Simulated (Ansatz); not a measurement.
A nudged elastic band was laid between two geometries of C2H8BFOSi (14 atoms, charge 0, multiplicity 1).

The calculation used RKS PBE0-D4/STO-3G (Ansatz 0.2.0).

- movable images: 9
- climbing image: yes
- spring: 5.0 eV/Å²
- optimiser: quadratic models (default)
- start path: IDPP
- force threshold: 0.05 eV/Å
- iteration limit: 41
- end points: relaxed

Initial state:

```xyz
14
Properties=species:S:1:pos:R:3
B 1.295 -1.812 1.138
C 0.300 -0.649 1.056
Si -0.267 -0.497 -0.751
F -1.021 -1.856 -1.241
O -1.472 0.709 -0.905
C -0.908 2.033 -0.751
H 2.430 -1.641 0.894
H 0.929 -2.902 1.369
H 0.748 0.322 1.294
H -0.603 -0.791 1.659
H 0.872 -0.190 -1.600
H -1.713 2.764 -0.944
H -0.082 2.250 -1.462
H -0.522 2.232 0.272
```

Final state:

```xyz
14
Properties=species:S:1:pos:R:3
B 1.322 -1.786 1.126
C 0.274 -0.671 1.065
Si -0.282 -0.503 -0.745
F -1.048 -1.853 -1.241
O -1.475 0.716 -0.898
C -0.896 2.034 -0.752
H 1.006 -2.900 1.316
H 2.452 -1.554 0.906
H 0.672 0.315 1.333
H -0.628 -0.871 1.654
H 0.861 -0.203 -1.590
H -1.694 2.773 -0.950
H -0.069 2.238 -1.465
H -0.508 2.236 0.269
```

**Question.** Which bonds break or form, and what moves?

**Answer.** No bond is made or broken. The dihedral H8–B1–C2–Si3 goes from -91 to 85°.

**Question.** What energy profile does the band end with?

**Answer.** The run converged. The highest image is number 5 of 0 to 10, 0.267 eV above the ends, which have the same energy within 2 meV. A vibrational analysis at the climbing image gives one clearly imaginary mode, 296i cm⁻¹: a first-order saddle point. Limits of this set-up: minimal basis.

```
image  path coordinate (Å)  energy (eV)  dihedral H8–B1–C2–Si3 (°)
    0                 0.00        0.000                        -91
    1                 0.46        0.015                       -105
    2                 0.91        0.074                       -126
    3                 1.37        0.157                       -146
    4                 1.83        0.234                       -165
    5                 2.28        0.267                        178
    6                 2.74        0.234                        161
    7                 3.19        0.160                        141
    8                 3.65        0.077                        120
    9                 4.11        0.017                        100
   10                 4.56        0.000                         85
```

**Question.** What is the geometry of the highest image?

**Answer.** 
```xyz
14
Properties=species:S:1:pos:R:3:forces:R:3
B 1.230 -1.961 1.111 -0.01 0.01 0.00
C 0.192 -0.817 0.878 0.00 0.01 0.00
Si -0.163 -0.354 -0.901 0.01 0.01 0.01
F -0.790 -1.629 -1.703 0.00 -0.02 -0.01
O -1.385 0.843 -1.042 0.00 0.01 0.00
C -0.893 2.129 -0.600 0.00 0.00 0.00
H 1.744 -2.540 0.225 0.00 0.00 0.00
H 1.518 -2.268 2.209 0.01 -0.01 0.00
H 0.535 0.064 1.441 0.00 -0.01 0.00
H -0.736 -1.113 1.393 0.00 0.00 0.00
H 1.063 0.104 -1.537 0.00 0.00 0.00
H -1.688 2.875 -0.782 0.00 0.00 0.00
H 0.013 2.472 -1.146 0.00 0.00 0.00
H -0.653 2.166 0.484 0.00 0.00 0.00
```

**Question.** What are the harmonic wavenumbers there?

**Answer.** 296i, 47, 70, 145, 194, 208, 278, 345, 383, 609, 707, 799, 865, 928, 937, 1005, 1083, 1087, 1205, 1215, 1262, 1264, 1371, 1453, 1620, 1635, 1688, 1701, 2619, 2988, 3128, 3251, 3342, 3385, 3432, 3447 cm⁻¹.

The band took 5 iterations and roughly 2.8 core-minutes.

Time of the run: 2.8 min on 1 thread of Arm Neoverse V1, with other jobs on the host, peak memory 0.21 GiB.
